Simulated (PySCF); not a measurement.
**Spinor energies of Zn²¹⁺ (zinc, charge +21)**

Start: [He] 2s2 2p5; 2p1/2 filled at m_j = -1/2, +1/2; 2p3/2 filled at m_j = -1/2, +1/2, +3/2. Calculated with PySCF 2.14 in an uncontracted even-tempered set (18 s from 5.6 bohr⁻², ratio 2.4; 12 p from 7.3 bohr⁻², ratio 2.4; 5 d from 31 bohr⁻², ratio 2.6; 5 f from 46 bohr⁻², ratio 2.6): generalised Hartree-Fock with the X2C-1e Hamiltonian and a Gaussian nucleus; one run each with spin-orbit coupling (SO) switched off, then screened by Boettger's factors.

| spinor shell | electrons | ε, spin-free (eV) | ε, screened SO (eV) | weight of nominal j (screened SO) | rms radius, screened SO (bohr) |
| --- | --- | --- | --- | --- | --- |
| 1s1/2 | 2 | -10716.9 | -10716.0 | 1.000 | 0.0579 |
| 2s1/2 | 2 | -2119.6 | -2119.3 | 1.000 | 0.237 |
| 2p1/2 | 2 | -1974.4 | -1991.4 | 0.967 | 0.208 |
| 2p3/2 | 3 | -1974.4 | -1965.8 | 0.978 | 0.211 |

```csv
quantity,spin-free,screened SO
E (hartree),-1500.18084,-1500.52919
M_J,3/2,3/2
⟨J²⟩,3.750,3.750
⟨L²⟩,2.000,2.001
⟨S²⟩,0.750,0.751
```

Each row is a mean over spinors that exchange with the open shell spreads, by up to 22.890 eV (2s1/2).

Without spin-orbit coupling the j labels of p, d and f shells carry no meaning; the spin-free column gives the mean over the occupied spinors of each nl shell.
